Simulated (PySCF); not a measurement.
Species: C2H7FO2Si2 (charge +1 and doublet state).
Structure used (GFN2-xTB), in Å, numbered top down from 1:
```
atom  x, y, z in Å
O1     2.464    0.394   -0.621
Si2    1.892    0.427    0.871
O3     0.253    0.137    0.766
C4    -0.622   -0.242   -0.107
Si5   -2.443    0.419    0.219
C6    -0.384   -1.101   -1.131
F7     0.714   -1.837   -1.155
H8     3.361    0.493   -0.934
H9     2.285   -0.693    1.720
H10    1.848    1.751    1.473
H11   -2.258    1.353    1.323
H12   -2.737    1.016   -1.087
H13   -3.266   -0.745    0.527
H14   -1.108   -1.372   -1.884
```

The hyperfine couplings belong to this conformer and change with its torsions.

The species is `O[SiH2]O[C+]([SiH3])[CH]F` [radical] (charge +1).

Computed, not measured: UKS B3LYP, pcH-1 on C F H O Si, non-relativistic, mean-field spin-orbit, GIAO (PySCF 2.14.0). Geometry: GFN2-xTB, one conformer, isolated ion. GFN2-xTB frequencies show an imaginary mode (36i cm⁻¹), so this geometry is no minimum at that level. A GFN2-xTB geometry isn't a minimum of the functional, and hyperfine couplings can be far from their values at a DFT geometry, by a factor of two or more for some ions and for spin on atoms past the first row. The frame is twisted about the C4–C6 bond at this geometry (dihedral Si5–C4–C6–H14 = 8°); couplings at other torsion angles weren't computed. Stability of the SCF solution: not tested.

Q: Predict the first-order ENDOR lines of F7, H9/H10, H14, H11/H12/H13 and H8 under fast tumbling at B = 347.5 mT (X band).

A: ν± = |νn ± a/2|, one line for each electron-spin manifold; νn = |g_N| × 7.62259 MHz/T × B.

| nuclei | isotope | g_N | νn (MHz) | a_iso (MHz) | lower line (MHz) | upper line (MHz) |
| --- | --- | --- | --- | --- | --- | --- |
| F7 | 19F | 5.2577 | 13.93 | 122.59 | 47.37 | 75.22 |
| H9/H10 | 1H | 5.5857 | 14.80 | 46.64 | 8.52 | 38.12 |
| H14 | 1H | 5.5857 | 14.80 | -39.21 | 4.81 | 34.40 |
| H11/H12/H13 | 1H | 5.5857 | 14.80 | 20.93 | 4.33 | 25.26 |
| H8 | 1H | 5.5857 | 14.80 | -0.64 | 14.47 | 15.12 |

Q: Which pairs are centred on the nuclear Larmor frequency, and which on half the coupling?

A: Centred on νn, since |a| < 2νn: H11/H12/H13 and H8. Centred on |a|/2 and split by 2νn: F7, H9/H10 and H14.

Q: At what field would the lower line of H11/H12/H13 fall to zero frequency?

A: Where νn = |a|/2, that is B = 10.47 MHz/(5.5857 × 7.62259 MHz/T) = 246 mT, as far as first order holds there.

Means are taken over nuclei equivalent by connectivity, which assumes that they swap fast. The three 1H nuclei of mean +20.9 MHz run from 1.9 to 45.7 MHz in the frozen geometry. The 1H value of +46.6 MHz is a mean of couplings from 39.1 to 54.2 MHz in this one geometry, not an average over conformers.

Largest spin populations (Mulliken): C6 (+0.48), O3 (+0.21), C4 (+0.18) and F7 (+0.09). Three atoms exceed +0.15.
